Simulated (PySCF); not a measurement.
Frontier levels across methods

Compound: C5H6F2.
Atom-mapped SMILES: `[CH3:1][C@@:2]1([F:3])[CH2:4][CH:5]=[C:6]1[F:7]` (hydrogens: H8, H9, H10 on C1; H11, H12 on C4; H13 on C5)

Structure used (PBE0-D3(BJ)/def2-SVP), in Å, numbered top down from 1:
```
atom  x, y, z in Å
C1     1.5329    0.2332    0.4452
C2     0.3406    0.0098   -0.4509
F3     0.7930   -0.1853   -1.7377
C4    -0.7093   -1.0548   -0.0055
C5    -1.7041    0.0866    0.0941
C6    -0.8085    0.9744   -0.3447
F7    -0.8317    2.2717   -0.5628
H8     2.2196   -0.6225    0.3672
H9     1.2199    0.3476    1.4924
H10    2.0711    1.1412    0.1363
H11   -0.9057   -1.7886   -0.8017
H12   -0.4723   -1.5798    0.9345
H13   -2.7388    0.1453    0.4325
```

Basis pcSseg-1 throughout (PySCF), one geometry. Geometry: PBE0-D3(BJ)/def2-SVP; no solvent, vibrations or thermal averaging.

**Question.** How do the orbital energies, the gap and the dipole change with the method?

**Answer.** 
```
   method                    kind  HOMO (eV)  LUMO (eV)  gap (eV)  μ (D)  SCF cycles
     OPBE                     GGA      -6.24      -0.81      5.44   2.00          15
      KT2                     GGA      -6.32      -0.94      5.38   2.06          16
      KT3                     GGA      -6.33      -0.89      5.44   2.02          16
     BP86                     GGA      -6.39      -1.04      5.35   2.05          14
      LDA                     LDA      -6.46      -1.20      5.26   2.14          14
     PBE0           global hybrid      -7.53       0.08      7.61   2.25          14
CAM-B3LYP  range-separated hybrid      -8.86       1.27     10.13   2.30          12
       HF            Hartree–Fock     -10.20       4.14     14.34   2.67          11
```

The HOMO spans 3.95 eV, from OPBE down to HF, and the gap runs from 5.26 eV (LDA) to 14.34 eV (HF). Over the methods OPBE (0 %), KT2 (0 %), KT3 (0 %), BP86 (0 %), LDA (0 %), PBE0 (25 %), HF (100 %), a straight line through the gap against the share of exact exchange rises by 0.90 eV for each 10 % (correlation coefficient 1.000). The dipole ranges from 2.00 D (OPBE) to 2.67 D (HF). This basis has no diffuse functions.
